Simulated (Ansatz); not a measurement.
`[SiH3][GeH2][SH]` + H₂ → `[SiH3][GeH3]` + H₂S at 600 K and 1 bar (hydrogenolysis of a Ge–S bond).

Calculated with Ansatz (gas phase, PBE0-D4/def2-TZVP geometries, no zero-point term in ΔE). CCSD(T)/CBS is the MP2 limit (def2-TZVPP, def2-QZVPP) plus CCSD(T) − MP2 in def2-TZVPP, frozen cores. This one scheme is used for every species. For Ge outer-core shells are correlated without core-valence functions, which leaves a few kJ/mol of doubt a bond. Scalar relativity is left out up to krypton. Each species was taken in one conformer, which may not be the lowest.

```
           species  CCSD(T)/CBS energy (Eh)  H − E (kJ/mol)  S (J/(mol·K))
`[SiH3][GeH2][SH]`              -2766.58811           190.2          442.1
                H₂                 -1.17544            43.9          150.8
    `[SiH3][GeH3]`              -2368.78170           172.3          364.0
               H₂S               -398.97279            60.8          230.9
```

H − E and S are ideal-gas, rigid-rotor, harmonic terms from PBE0-D4/def2-TZVP, for one conformer and one mirror image of each species. The MP2-based limit puts H₂ 0.8 mEh under its directly extrapolated value; such offsets cancel only in part. 1 Eh = 2625.50 kJ/mol, R = 8.31446 J/(mol·K).

Q: By hand: ΔE, ΔH, ΔS and ΔG.

A: ΔE = (-2368.78170) + (-398.97279) − (-2766.58811) − (-1.17544) = 0.00906 Eh = 23.8 kJ/mol. Δ(H − E) = 172.3 + 60.8 − 190.2 − 43.9 = -1.0, so ΔH = 22.8 kJ/mol. ΔS = 364.0 + 230.9 − 442.1 − 150.8 = 2.0 J/(mol·K). ΔG = 22.8 − 600 × (2.0)/1000 = 21.6 kJ/mol.

Q: By hand: the equilibrium constant, and the temperature at which ΔG would vanish if ΔH and ΔS stayed fixed.

A: log₁₀ K = −ΔG/(RT ln 10) = -1.9. ΔG = 0 at ΔH/ΔS = 11400 K, far beyond where these terms or the molecules hold.

The number of gas molecules stays the same, so ΔS is small and ΔH decides. A doubt of 5 kJ/mol in ΔE shifts log₁₀ K by 0.4 here. Other conformers and mirror images would add mixing entropy, several J/(mol·K) or more a flexible species. These are equilibria of isolated gas molecules and say nothing of rates. Largest T1 diagnostic: 0.012 (customary marks: 0.02 for closed shells, 0.045 for open ones).
